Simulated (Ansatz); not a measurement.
Frontier orbitals of C5H10O3 (`C1COCOCCO1`).

```xyz
18

C     0.249   -1.054   -1.310
C     0.970    0.269   -1.458
O     1.618    0.731   -0.296
C     0.864    1.452    0.625
O     0.293    0.686    1.637
C    -1.015    0.202    1.439
C    -1.109   -1.099    0.672
O    -1.025   -0.959   -0.725
H     0.091   -1.463   -2.314
H     0.884   -1.756   -0.754
H     0.263    1.023   -1.832
H     1.759    0.146   -2.207
H     1.570    2.118    1.124
H     0.087    2.036    0.106
H    -1.425    0.040    2.440
H    -1.634    0.960    0.938
H    -0.347   -1.798    1.041
H    -2.094   -1.535    0.873
```

The species carries charge 0 and has multiplicity 1. The geometry is a stationary point of PBE0-D4/def2-TZVP. Basis def2-TZVPP, Ansatz 0.2.0.

Orbital energies of one run (eV). Highest occupied ones, from the top: -6.17, -6.69, -7.42, -7.89, -8.25, -8.50, -9.39, -10.08, -10.31, -10.93, -11.42, -12.10, -12.73, -13.00. Empty: 0.86, 0.95, 1.24, 1.90, 2.11, 2.12.

Problem. Which functional gave them?
A. ωB97M-V
B. HSE06 (plane-wave form)
C. ωB97X-V
D. B97M-V

Solution. D. HOMO energies: B97M-V -6.17, ωB97M-V -9.58, ωB97X-V -9.63, HSE06 -6.79 eV.
